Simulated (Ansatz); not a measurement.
An input meant for the cluster Si₂F₂ (charge 0, singlet).

```yaml
crystal:
  periodic: [false, false, false]
  atoms:
    - {symbol: Si, position_ang: [1.053055, -0.840381, -0.377734]}
    - {symbol: Si, position_ang: [-1.356800, 0.047139, -0.347103]}
    - {symbol: F, position_ang: [1.590618, 0.698214, -0.566792]}
    - {symbol: F, position_ang: [-1.286872, 0.095029, 1.291640]}
basis:
  gaussian: {orbitals: def2-mTZVPP}
total_charge: 1
magnetization: {spin_polarized: true, initial_magnetization: 2}
hamiltonian: {xc: {name: B3LYP}, dispersion: d4}
scf: {omitted_lower_state_checks: [starts]}
```

```sh
$ ansatz run in.yaml --threads 4 --pin off --events-out ev --progress --plain --max-ram 3916MiB
```

Shortened log:

```
Error: a molecule whose nuclei and cores have a total charge of 46 cannot have a net charge of 1 together with 2 unpaired electrons
```

In this input the number of unpaired electrons doesn't fit the electron count. The input was rejected before any iteration.
